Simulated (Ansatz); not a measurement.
```yaml
crystal:
  periodic: [false, false, false]
  atoms:
    - {symbol: F, position_ang: [-3.909444, -4.027061, -2.076763]}
    - {symbol: B, position_ang: [-2.705153, -2.804210, -0.221670]}
    - {symbol: Cl, position_ang: [-3.535709, -3.714666, 2.980165]}
    - {symbol: O, position_ang: [-3.200553, 0.014242, -0.497952]}
    - {symbol: C, position_ang: [-1.502155, 1.628082, -0.018534]}
    - {symbol: C, position_ang: [-2.450127, 4.358134, -0.021430]}
    - {symbol: F, position_ang: [-0.580376, 5.956629, 0.494510]}
    - {symbol: F, position_ang: [-3.393238, 4.929513, -2.273548]}
    - {symbol: F, position_ang: [-4.242230, 4.639216, 1.705493]}
    - {symbol: C, position_ang: [1.014410, 1.049794, 0.386298]}
    - {symbol: C, position_ang: [1.681142, -1.436958, -0.064294]}
    - {symbol: C, position_ang: [4.444854, -2.279709, -0.123699]}
    - {symbol: F, position_ang: [5.020090, -3.149010, -2.404598]}
    - {symbol: F, position_ang: [5.978158, -0.362124, 0.414064]}
    - {symbol: F, position_ang: [4.818088, -4.098243, 1.557193]}
    - {symbol: O, position_ang: [0.125584, -3.188209, -0.546075]}
    - {symbol: H, position_ang: [2.400755, 2.483632, 0.786992]}
basis:
  gaussian: {orbitals: def2-TZVPD}
hamiltonian: {xc: {name: BLYP}, dispersion: d4}
scf: {lower_state_search: off}
output: {forces: true}
```

```sh
$ ansatz run in.yaml --threads 11 --pin off --events-out ev --progress --plain --max-ram 174080MiB --backend cuda --devices 0, --max-vram 75GiB
```

It prints (some lines left out):

```
Functional definition: BLYP
  name "BLYP"
  cite "Becke, Phys. Rev. A 38, 3098 (1988) doi:10.1103/PhysRevA.38.3098"
  cite "Lee, Yang & Parr, Phys. Rev. B 37, 785 (1988) doi:10.1103/PhysRevB.37.785"
  parameter beta = 0.0042
  parameter a = 0.04918
  parameter b = 0.132
  parameter c = 0.2533
  parameter d = 0.349
  exchange = b88_x(beta = beta)
  correlation = lyp_c(a = a, b = b, c = c, d = d)
these checks for a lower state are left out or cut short: stability, starts, cluster_reference, orbital_swaps, neighbouring_geometries, increment
3113 factors; their error is unknown
mean field evaluation 1: about -41274.0059 eV, gradient 2.2e2 eV
mean field evaluation 2: about -33452.1480 eV, gradient 1.1e3 eV
mean field evaluation 4: about -39723.3352 eV, gradient 4.6e2 eV
mean field evaluation 8: about -41455.7262 eV, gradient 1.1e1 eV
mean field evaluation 16: about -41457.3053 eV, gradient 4.8e-1 eV
mean field evaluation 32: about -41457.3808 eV, gradient 3.0e-5 eV
mean field -41457.38079460 eV, -1523.5306433797 hartree, gradient 5.9e-6 eV, S^2 0.000000; 0 other end points of the search recorded, 0 dependent functions left out
the calculation of the forces begins
reference -41457.38181101 eV, -1523.5306807320 hartree; 66, 66 occupied and 571, 571 virtual orbitals, 3113 factors
Total energy: -41457.90883355 eV, -1523.5500484529 hartree
Atom 0 at    -3.909444    -4.027061    -2.076763 Å, force     0.910209     0.924254     1.399778 eV/Å
Atom 1 at    -2.705153    -2.804210    -0.221670 Å, force    -0.336984    -0.333964    -1.052505 eV/Å
Atom 2 at    -3.535709    -3.714666     2.980165 Å, force     0.139825     0.152999    -0.520556 eV/Å
Atom 3 at    -3.200553     0.014242    -0.497952 Å, force     2.584875     1.411539     0.767546 eV/Å
Atom 4 at    -1.502155     1.628082    -0.018534 Å, force    -1.157492    -1.773792    -0.414191 eV/Å
Atom 5 at    -2.450127     4.358134    -0.021430 Å, force    -0.636369     1.502356    -0.018744 eV/Å
Atom 6 at    -0.580376     5.956629     0.494510 Å, force    -1.452249    -1.329121    -0.407848 eV/Å
Atom 7 at    -3.393238     4.929513    -2.273548 Å, force     0.784878    -0.482605     1.824669 eV/Å
Atom 8 at    -4.242230     4.639216     1.705493 Å, force     1.478922    -0.253255    -1.401067 eV/Å
Atom 9 at     1.014410     1.049794     0.386298 Å, force     0.533875     0.554717    -0.010675 eV/Å
Atom 10 at     1.681142    -1.436958    -0.064294 Å, force    -1.734863    -1.217834    -0.406961 eV/Å
Atom 11 at     4.444854    -2.279709    -0.123699 Å, force     1.525017    -0.578022    -0.051904 eV/Å
Atom 12 at     5.020090    -3.149010    -2.404598 Å, force    -0.486456     0.724094     1.847743 eV/Å
Atom 13 at     5.978158    -0.362124     0.414064 Å, force    -1.278492    -1.492569    -0.423886 eV/Å
Atom 14 at     4.818088    -4.098243     1.557193 Å, force    -0.328937     1.500080    -1.363565 eV/Å
Atom 15 at     0.125584    -3.188209    -0.546075 Å, force     1.324501     2.625256     0.786119 eV/Å
Atom 16 at     2.400755     2.483632     0.786992 Å, force    -1.870258    -1.934133    -0.553952 eV/Å
Dipole moment:    -0.169524    -0.187307     0.723250 e Å
Checks for a lower state left out: stability, starts, cluster_reference, orbital_swaps, neighbouring_geometries, increment
```

Something in this input is off. What?

The coordinates are in bohr but typed as ångström. The calculation finished and met its thresholds. The result belongs to that input, not to the molecule as meant.
